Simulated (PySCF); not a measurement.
**Relaxation of singlet [BrH4]-**

These are results of PBE0 in PySCF with Br def2-TZVPD, H def2-TZVPD; no relativity; density-fitted integrals, not measurements. A (50,194) grid was used.

A hand-made see-saw start, of C2v symmetry, held to at least that symmetry:

```xyz
5
charge -1 multiplicity 1, angstrom
Br    0.0000    0.0000   -0.0249
H     0.0000    1.4544    0.1023
H     0.0000   -1.4544    0.1023
H     1.1505    0.0000    0.8740
H    -1.1505    0.0000    0.8740
```

Problem. What forces act on the atoms at the start (eV/Å)?

Solution. 
| atom | Fx | Fy | Fz |
| --- | --- | --- | --- |
| Br1 | 0.00 | 0.00 | -3.16 |
| H2 | 0.00 | 3.62 | 0.56 |
| H3 | 0.00 | -3.62 | 0.56 |
| H4 | 3.68 | 0.00 | 1.02 |
| H5 | -3.68 | 0.00 | 1.02 |

Problem. What does it relax to?

Solution. It ends at D4h with Br–H 1.741 Å (×4); H–Br–H 90.0° (×4), H–Br–H 180.0° (×2). A frequency run shows a minimum. Other isomers or separated fragments may lie lower.

Problem. How much energy is released, and in how many steps?

Solution. 418.8 kJ/mol in 12 steps.
